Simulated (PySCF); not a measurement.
Excitations are Tamm–Dancoff values on a coarser integration grid. The basis has no diffuse functions, so Rydberg states are missing or too high.

Cartesian coordinates (Å):
SMILES: B[SiH2][SiH3]
```xyz
10

B     -1.7780    -0.5538     0.1386
Si    -0.4704     0.9293     0.2464
Si     1.5146    -0.2644    -0.2618
H     -1.9935    -1.2506     1.0939
H     -2.2710    -0.8628    -0.9131
H     -0.5932     2.0092    -0.7846
H     -0.2641     1.5444     1.5966
H      1.7467    -1.3545     0.7363
H      2.6806     0.6751    -0.2265
H      1.4285    -0.8719    -1.6259
```
Charge 0, multiplicity 1.

Predict the S1–T1 gap (TDA), T1 excitation (TDA) and HOMO from PBE-D3(BJ)/def2-TZVP run with PySCF.


```json
{
 "S1–T1 gap (TDA)": "1.07 eV",
 "T1 excitation (TDA)": "2.96 eV",
 "HOMO": "-6.84 eV"
}
```
